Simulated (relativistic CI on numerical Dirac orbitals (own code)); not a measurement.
These numbers are calculated, not measured: Dirac-Coulomb-Breit CI, separate exchange-only KLI orbitals for each configuration, a model potential for QED, valence Slater integrals scaled by 0.85, P86 correlation estimate, and configurations built on the next ion tied to the tabulated ionisation energy (semi-empirical) (own radial code, finite nucleus).

Configurations in the expansion (outside the closed core [Kr] 4d10 4f14 5s2): 5p6 5d9, 5p6 5d8 6s, 5p6 5d8 6p, 5p6 5d8 6d, 5p6 5d8 7s, 5p6 5d8 5f, 5p6 5d8 6f, 5p6 5d7 6s2, 5p6 5d7 6s 6p, 5p6 5d7 5f2, 5p6 5d8 7p, 5p6 5d8 7d, 5p5 5d10, 5p6 5d8 5g, 5p6 5d8 7f, 5p6 5d7 6p2, 5p6 5d7 6s 7s, 5p6 5d7 5f 6s, 5p6 5d7 6p 7s. Levels of other configurations are missing.

Configurations that consist of the next ion and one excited electron were tied to the tabulated ionisation energy; Rydberg ones are usually within 1,000 to 3,000 cm⁻¹ and the lowest ones within about 6,000 (9,000 in d shells), while levels on excited terms of the next ion carry the error of that term, and the other configurations can be misplaced by 10,000 cm⁻¹ or more. Rates follow the energies as ν³ (E1, M1) or ν⁵ (E2), so rates, branching and lifetimes can be off by large factors. The fine structure of a lone outer electron comes out too small, for d and f at times inverted, and misplaced configurations move strength between like terms.

Outline of the computed level scheme of Hg IV. Lowest level of each configuration: 5p6 5d9 2D_5/2 at 0.0000 eV; 5p6 5d8 6s 4F_9/2 at 8.8864 eV; 5p6 5d8 6p 4D°_7/2 at 17.4842 eV; 5p6 5d7 6s2 4F_9/2 at 19.2253 eV.

Some strong electric-dipole decays among the lowest 45 levels: 5p6 5d8 6p 2D°_5/2 → 5p6 5d9 2D_5/2 (4.9e+09 s⁻¹); 5p6 5d8 6p 4D°_3/2 → 5p6 5d9 2D_5/2 (2.8e+09 s⁻¹); 5p6 5d8 6p 2D°_5/2 → 5p6 5d9 2D_5/2 (2.3e+09 s⁻¹); 5p6 5d8 6p 4G°_11/2 → 5p6 5d8 6s 4F_9/2 (1.9e+09 s⁻¹); 5p6 5d8 6p 2F°_7/2 → 5p6 5d9 2D_5/2 (1.7e+09 s⁻¹); 5p6 5d8 6p 4G°_9/2 → 5p6 5d8 6s 2F_7/2 (1.4e+09 s⁻¹); 5p6 5d8 6p 2F°_7/2 → 5p6 5d8 6s 2D_5/2 (1.4e+09 s⁻¹); 5p6 5d8 6p 4F°_9/2 → 5p6 5d8 6s 4F_9/2 (1.2e+09 s⁻¹).

Rates of lines that live on the mixing of spin multiplicities can be off by large factors.

LS names give the leading component of a level, which can be under half, so a name can repeat, a term be missing and a line seem to break the LS rules.
